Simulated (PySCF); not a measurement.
This script is equivalent to a calculation on Sn³⁺ (tin, charge +3).

```python
from pyscf import gto, scf, dft, mp, cc
import basis_set_exchange as bse
txt = bse.get_basis("aug-cc-pV5Z-PP", elements=["Sn"], fmt="nwchem", header=False)
cut = txt.index("\nECP")
mol = gto.M(atom="Sn 0 0 0", charge=3, spin=1, symmetry="D2h",
            basis=gto.basis.parse(txt[:cut]),
            ecp={"Sn": gto.basis.parse_ecp(txt[cut:])})
mf = dft.UKS(mol, xc="MN15")
mf.irrep_nelec = {'Ag': (4, 3), 'B1g': (1, 1), 'B2g': (1, 1), 'B3g': (1, 1), 'B1u': (1, 1), 'B2u': (1, 1), 'B3u': (1, 1)}
mf.kernel()
```

(1) What total energy does it give?

(2) Which occupied shell lies highest, and where?

(3) What is ⟨S²⟩, and what would a pure spin state give?

Energies and moments cover only the electrons outside the core potential.

Results:

(1) -211.878 hartree (calculated).

(2) 5s α, at -38.228 eV.

(3) 0.750, against 0.75.
